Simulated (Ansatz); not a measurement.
Molecule: sum formula SiBr2Cl (charge 0, doublet). It need not be the lowest isomer of its formula. 
Coordinates optimised at B3LYP-D3(BJ)/def2-TZVP (Ansatz, a first-principles code):
```
Si
Cl 1 2.0607
Br 1 2.2341 2 109.41
Br 1 2.2341 2 109.41 3 -120.93
```
Charge 0, spin multiplicity 2.

Dipole moments at this geometry, in debye (magnitudes).

```json
[
 {"level": "SVWN5/def2-TZVPD", "program": "Ansatz", "dipole (D)": "0.42"},
 {"level": "r2SCAN/def2-TZVPD", "program": "Ansatz", "dipole (D)": "0.49"},
 {"level": "B97M-V/def2-TZVPD", "program": "Ansatz", "dipole (D)": "0.56"},
 {"level": "PBE0/def2-TZVPD", "program": "Ansatz", "dipole (D)": "0.52"},
 {"level": "BHLYP/def2-TZVPD", "program": "Ansatz", "dipole (D)": "…"},
 {"level": "r2SCANh/def2-TZVPD", "program": "Ansatz", "dipole (D)": "0.52"},
 {"level": "r2SCAN0/def2-TZVPD", "program": "Ansatz", "dipole (D)": "0.57"},
 {"level": "LC-wPBE/def2-TZVPD", "program": "Ansatz", "dipole (D)": "0.58"},
 {"level": "CCSD(T)/def2-SVPD", "program": "Ansatz", "dipole (D)": "…"}
]
```

**Question.** What belongs in the gaps?

**Answer.** 
- BHLYP/def2-TZVPD, dipole (D): 0.66
- CCSD(T)/def2-SVPD, dipole (D): 0.54
